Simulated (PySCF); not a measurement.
**A ladder of Hamiltonians for Xe(44+) (xenon, charge +44)**

Occupied: 1s1/2, 2s1/2, 2p1/2, 2p3/2. Hartree-Fock calculated with PySCF 2.14 in an uncontracted even-tempered set (20 s from 7.4 bohr⁻², ratio 2.3; 15 p from 8.9 bohr⁻², ratio 2.3), Gaussian nucleus throughout. NR is non-relativistic, sf-X2C the spin-free one-electron X2C Hamiltonian, X2C adds the bare one-electron spin-orbit term, X2C-SNSO screens it by Boettger's factors, DC is four-component Dirac-Coulomb, and the Gaunt and Breit terms are added at first order (total energies over the DC spinors, levels after relaxing the spinors in that mean field). QED terms are absent. Levels marked empty are virtual spinors of this ion.

```json
{"Hamiltonian": "NR", "E (hartree)": "-5373.8504", "E − E(DC) (hartree)": "192.7204", "CPU seconds": "0.3"}
{"Hamiltonian": "sf-X2C", "E (hartree)": "-5562.8199", "E − E(DC) (hartree)": "3.7508", "CPU seconds": "0.17"}
{"Hamiltonian": "X2C", "E (hartree)": "-5564.9821", "E − E(DC) (hartree)": "1.5887", "CPU seconds": "0.22"}
{"Hamiltonian": "X2C-SNSO", "E (hartree)": "-5564.8190", "E − E(DC) (hartree)": "1.7517", "CPU seconds": "0.21"}
{"Hamiltonian": "DC", "E (hartree)": "-5566.5707", "E − E(DC) (hartree)": "0.0000", "CPU seconds": "11"}
{"Hamiltonian": "DC+Gaunt", "E (hartree)": "-5561.4740", "E − E(DC) (hartree)": "5.0967", "CPU seconds": "19"}
{"Hamiltonian": "DC+Breit", "E (hartree)": "-5561.9199", "E − E(DC) (hartree)": "4.6509", "CPU seconds": "59"}
```

```csv
level (eV),NR,sf-X2C,X2C,X2C-SNSO,DC,DC+Gaunt,DC+Breit
1s1/2,-36281.7,-37745.5,-37742.5,-37742.7,-37774.2,-37689.9,-37695.4
2s1/2,-7908.5,-8314.4,-8313.6,-8313.7,-8317.6,-8309.1,-8309.6
2p1/2,-7635.6,-7774.3,-8019.8,-8009.9,-8011.9,-7996.8,-7998.4
2p3/2,-7635.6,-7774.3,-7665.4,-7669.3,-7672.1,-7661.5,-7663.1
3s1/2 (empty),-3210.6,-3335.0,-3334.8,-3334.9,-3335.8,-3333.5,-3333.8
3p1/2 (empty),-3119.9,-3174.6,-3237.4,-3234.9,-3235.4,-3231.5,-3232.1
3p3/2 (empty),-3119.9,-3174.6,-3146.6,-3147.6,-3148.2,-3145.6,-3146.1
```

```tsv
interval (eV)	X2C	X2C-SNSO	DC	DC+Gaunt	DC+Breit
2p3/2 − 2p1/2	354.5	340.6	339.8	335.3	335.3
3p3/2 − 3p1/2	90.77	87.24	87.16	85.95	85.95
```

Weight of the small component: 1s1/2 0.0397, 2s1/2 0.00886, 2p1/2 0.00879, 2p3/2 0.00837, 3s1/2 0.00340, 3p1/2 0.00335, 3p3/2 0.00325.

Koopmans' value for the highest occupied level at DC+Breit: 7663.1 eV, against an ionisation energy of 7660 ± 4 eV (theoretical estimate listed by NIST; NIST Atomic Spectra Database, ionization energies); the former lacks relaxation, correlation, QED and recoil.

The whole ladder took 92 s of wall time on 1 thread of Intel(R) Xeon(R) 6975P-C (shared host), launched as `OMP_NUM_THREADS=1 python relrun2.py TASK.json OUT` (a driver that calls PySCF for each Hamiltonian).
